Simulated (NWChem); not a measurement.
Species: C3H2BF3; SMILES C#C[C@@H](F)B(F)F

```xyz
9

C      1.1076    -2.3025     0.5462
C      0.4014    -1.4646     0.0317
C     -0.4232    -0.4148    -0.5575
F     -1.7523    -0.5656    -0.2321
B      0.1308     0.9840    -0.0503
F      1.2887     1.4260    -0.4893
F     -0.5404     1.7186     0.8016
H      1.7314    -3.0536     0.9962
H     -0.3252    -0.4641    -1.6593
```
Atoms are numbered in this order, from 1.

Level: PBE0/def2-SVP (NWChem), optimised geometry, unscaled harmonic frequencies. 

List the harmonic frequencies with IR intensities, and the thermochemistry.


| frequency (cm⁻¹) | IR intensity (km/mol) |
|---|---|
| 36 | 0.3 |
| 109 | 0.4 |
| 194 | 1.6 |
| 224 | 5.5 |
| 381 | 2.0 |
| 382 | 9.3 |
| 528 | 33.3 |
| 580 | 16.2 |
| 650 | 34.5 |
| 683 | 43.6 |
| 752 | 26.4 |
| 811 | 22.5 |
| 998 | 19.1 |
| 1126 | 118.2 |
| 1190 | 27.0 |
| 1308 | 39.2 |
| 1394 | 226.8 |
| 1476 | 313.9 |
| 2243 | 3.3 |
| 3048 | 8.7 |
| 3486 | 73.9 |

The zero-point energy is 30.9 kcal/mol and the thermal correction to the enthalpy at 298.15 K (with zero-point energy) is 35.9 kcal/mol. The heat capacity Cv is 23.2 cal/(mol K) and the entropy at 298.15 K and 1 atm (symmetry number 1) comes out as 85.0 cal/(mol K). The dipole moment is 1.66 D.

Rigid rotor and harmonic oscillator; modes under 100 cm⁻¹ make the entropy uncertain.
